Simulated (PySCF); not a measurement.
CH5BrO2Si, SMILES O[Si](Br)(C)O. Coordinates come from a PBE-D3(BJ)/def2-SVP optimisation. This is a generated structure with no PubChem entry under its InChIKey; it may be hypothetical. One conformer was computed; it need not be the lowest.

### Question
Give the equilibrium geometry at PBE-D3(BJ)/def2-SVP (PySCF confirms it by a frequency run) as Cartesian coordinates in Å. (The exact figures need the calculation; the answer reports its results.)

### Answer
Several could match; the one computed here: 
```xyz
10

C      2.2108    -0.0148    -0.5388
Si     0.3826     0.2537    -0.7202
O     -0.3120    -0.6350    -1.9565
O      0.1579     1.8806    -0.9942
Br    -0.6708    -0.4010     1.1801
H      2.6195     0.6392     0.2561
H      2.7218     0.2273    -1.4926
H      2.4275    -1.0686    -0.2772
H     -0.9244    -1.3279    -1.6539
H     -0.7551     2.1383    -1.2134
```
Charge 0, spin multiplicity 1.
